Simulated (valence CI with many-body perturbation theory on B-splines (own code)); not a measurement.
**Pr XLIV: key properties**

Level of theory: valence CI with perturbative core correlation (CI+MBPT): six valence electrons over a frozen Dirac-Fock core [Ne], a basis of 9 s, 9 p, 8 d, 6 f, 3 g, 1 h functions for each j, with the one-electron correlation potential Σ1, the two-electron term Σ2, the three-electron term Σ3, Breit, model QED; selected CI, second order for the rest, scaled by the run's own slope (own B-spline code, finite nucleus).

The last digits are not significant, and no measured levels were compared; by estimate large intervals hold to a few tenths of a per cent, small ones and those within an open d or f shell to about a per cent. Among the levels kept, up to 1100 cm⁻¹ of a level comes from second order outside the variational space, and about a tenth of that is noise between levels of different J, which matters for small intervals.

Levels are named by their leading jj configuration (3d3/2^4 stands for four electrons in 3d with j = 3/2), which in mixed levels can hold well under half, so a name can repeat and another be missing.

Rates and lifetimes use the calculated energies. Strong lines usually hold to 10 to 20 %, long lifetimes can be off by a factor of two.

Problem. What is the ground level?

Solution. (3s^2 3p1/2^2 3p3/2^2) J=2, composition 70 % 3s²3p⁴ ³P + 29 % 3s²3p⁴ ¹D, g = 1.347.

Problem. Among levels below 365.56 eV, which E1 lines absorb most strongly from the ground level?

Solution. to (3s^2 3p1/2 3p3/2^2 3d3/2) J=3 at 3.881 nm, f = 0.250; to (3s^2 3p1/2 3p3/2^2 3d3/2) J=2 at 3.852 nm, f = 0.226; to (3s^2 3p1/2 3p3/2^2 3d3/2) J=1 at 3.817 nm, f = 0.131.

Problem. How well does LS coupling describe the low levels?

Solution. Among the lowest 20 levels the leading LS term, summed over configurations, holds 51 % on average. For single configurations the figures are 49 % in LS and 92 % in jj coupling. Terms mix most in the J = 3 level at 180.66 eV, where the leading one holds 28 %.

Problem. What are the static dipole polarisabilities of the lowest levels?

Solution. (3s^2 3p1/2^2 3p3/2^2) J=2 0.00912 (tensor 9.5e-05); (3s^2 3p1/2^2 3p3/2^2) J=0 0.00907 bohr³, of which the core gives 0.000126.

Problem. What is the ionisation energy?

Solution. 3421 eV; NIST lists 3419 ± 4 eV (theoretical).

Problem. Name the longest-lived excited levels whose lifetime is computed, and their main decay.

Solution. (3s^2 3p1/2^2 3p3/2^2) J=0 at 14.46 eV lives 120 ms, mostly by E2 to (3s^2 3p1/2^2 3p3/2^2) J=2; (3s^2 3p1/2^2 3p3/2 3d5/2) J=4 at 205.17 eV lives 9.81 μs, mostly by M1 to (3s^2 3p1/2^2 3p3/2 3d3/2) J=3; (3s^2 3p1/2 3p3/2^2 3d3/2) J=4 at 297.46 eV lives 421 ns, mostly by M1 to (3s^2 3p1/2^2 3p3/2 3d3/2) J=3.

Problem. Where does the other parity begin?

Solution. At (3s^2 3p1/2^2 3p3/2 3d3/2) J=2, 174.50 eV.
